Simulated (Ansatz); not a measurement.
Reaction (redistribution): `CB(O)SCO` + `NC[SiH2]S` → `CB(O)CN` + `OCS[SiH2]S`

Isolated molecules relaxed with PBE0-D4/def2-TZVP in Ansatz; ΔE leaves out vibrations. CCSD(T)/CBS adds triple-zeta CCSD(T) − MP2 to the extrapolated MP2 energy (def2 sets, frozen cores). Functionals use def2-TZVPP. B3LYP here is the variant with VWN-RPA as its local correlation; programs differ in this. Each species was taken in one conformer, which may not be the lowest.

| level | ΔE (kJ/mol) | difference from CCSD(T)/CBS |
| --- | --- | --- |
| PBE-D4 | -4.1 | -2.1 |
| r2SCAN-D4 | -2.1 | -0.1 |
| PBE0-D4 | -4.0 | -2.0 |
| ωB97X-V | -1.1 | 0.9 |
| B2PLYP | 0.1 | 2.1 |
| PBE | -1.8 | 0.2 |
| r2SCAN | -1.7 | 0.3 |
| PBE0 | -2.0 | 0.0 |
| B3LYP | -0.1 | 1.9 |
| HF/def2-TZVPP | 2.4 | 4.4 |
| SCS-MP2/def2-TZVPP | 1.5 | 3.5 |
| CCSD/def2-TZVPP | 0.7 | 2.7 |
| MP2/def2-QZVPP | -1.1 | 0.9 |
| SCS-MP2/def2-QZVPP | 0.2 | 2.2 |
| HF/CBS(def2) | 2.6 | 4.6 |
| CCSD/CBS(def2) | -1.7 | 0.3 |
| CCSD(T)/CBS | -2.0 | 0 |

Largest T1 diagnostic among the species: 0.012.

The D4 term adds −3.9 kJ/mol with B3LYP and −2.0 kJ/mol with PBE0; it sums over pairs of atoms, weighted by their polarisabilities, and B3LYP, whose exchange is more repulsive, gets the larger term.
